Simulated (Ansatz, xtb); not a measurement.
**Relative energy of two isomers of C2H8SiSn**

Structure a is `C[SiH](C)[SnH]`, a singlet and structure b is `C[SiH2][Sn][CH3]`, a singlet. Both are isolated molecules in the gas phase, relaxed with PBE-D3(BJ)/def2-SVP; the shapes shown needn't be the lowest conformers.

a (Å):

```xyz
12

C    -1.7553   -0.2869   -1.8223
C    -0.7823   -0.2822    1.1353
Si   -1.4727   -1.3600   -0.2748
Sn   -3.5411   -2.9224    0.3815
H    -0.8215    0.2334   -2.1214
H    -2.5287    0.4854   -1.6324
H    -2.0957   -0.9024   -2.6794
H    -0.4138   -2.3959   -0.6280
H    -1.5202    0.4855    1.4458
H    -0.5410   -0.9026    2.0211
H     0.1401    0.2435    0.8109
H    -2.7200   -3.1840    1.9667
```

b (Å):

```csv
atom,x (Å),y (Å),z (Å)
C,-1.1045,0.9174,-2.2229
C,-1.0409,-1.5875,0.5009
Si,0.6824,0.5756,-1.6508
Sn,0.9508,-0.6029,0.7446
H,-1.7126,-0.0084,-2.1791
H,-1.5884,1.6737,-1.5722
H,-1.1237,1.2974,-3.2645
H,1.3111,-0.4129,-2.6201
H,1.4975,1.8422,-1.7963
H,-1.8295,-0.8057,0.4571
H,-1.2631,-2.2819,1.3339
H,-1.0807,-2.1420,-0.4607
```

Quicker runs give these differences E(b) − E(a): GFN2-xTB +5.1 kcal/mol; HF/STO-3G −1.8 kcal/mol (at GFN2-xTB geometries); r2SCAN-D4/def2-SVP +3.6 kcal/mol (at GFN2-xTB geometries).

**Question.** Estimate E(b) − E(a) at the level CCSD(T)/def2-SVP + ΔMP2/def2-TZVPP.

**Answer.** Calculated at CCSD(T)/def2-SVP + ΔMP2/def2-TZVPP: E(b) − E(a) = +2.2 kcal/mol, so structure a lies lower.

How the difference moves with the method:

| level | geometry | E(b) − E(a) (kcal/mol) | departure from the last row (kcal/mol) | job, with rough time for the two |
| --- | --- | --- | --- | --- |
| GFN2-xTB | GFN2-xTB | +5.1 | +2.9 | optimisation, 0.18 s |
| HF/STO-3G | GFN2-xTB | −1.8 | −4.0 | single point, 0.88 s |
| r2SCAN-D4/def2-SVP | GFN2-xTB | +3.6 | +1.4 | single point, 4.9 s |
| PBE-D3(BJ)/def2-SVP | PBE-D3(BJ)/def2-SVP | +3.2 | +1.0 | optimisation, 72 s |
| HF/def2-SVP | PBE-D3(BJ)/def2-SVP | +4.8 | +2.6 | part of the CCSD(T) run |
| MP2/def2-SVP | PBE-D3(BJ)/def2-SVP | +3.0 | +0.8 | part of the CCSD(T) run |
| CCSD(T)/def2-SVP | PBE-D3(BJ)/def2-SVP | +3.3 | +1.1 | single point |
| CCSD(T)/def2-SVP + ΔMP2/def2-TZVPP | PBE-D3(BJ)/def2-SVP | +2.2 |  | single point, 49 s |

As drawn, b has 1 C–Sn, 1 Si–H in place of 1 C–Si, 1 Sn–H.

HF/STO-3G puts the two in the other order. The largest departure from CCSD(T)/def2-SVP + ΔMP2/def2-TZVPP is that of HF/STO-3G, 4.0 kcal/mol. The last row adds to CCSD(T) the change of the MP2 difference between the two basis sets, here −1.1 kcal/mol.

With harmonic frequencies from PBE-D3(BJ)/def2-SVP (ideal gas, rigid rotor, one conformer each, 298.15 K, 1 atm): on the last row, ΔE + ΔZPE = +2.7 kcal/mol. A mode under 50 cm⁻¹ makes harmonic enthalpies and free energies unreliable, so none is given.

The correlated steps freeze 11 core orbitals; the filled d shell of Sn is correlated, in a basis made for valence electrons. Atoms past krypton carry core potentials in the def2 sets, other sets are all-electron and non-relativistic, and no spin–orbit term is included. Codes used: Ansatz 0.2.0, xtb 6.7.1; the last row on 2 threads of Arm Neoverse V2 on a shared host.
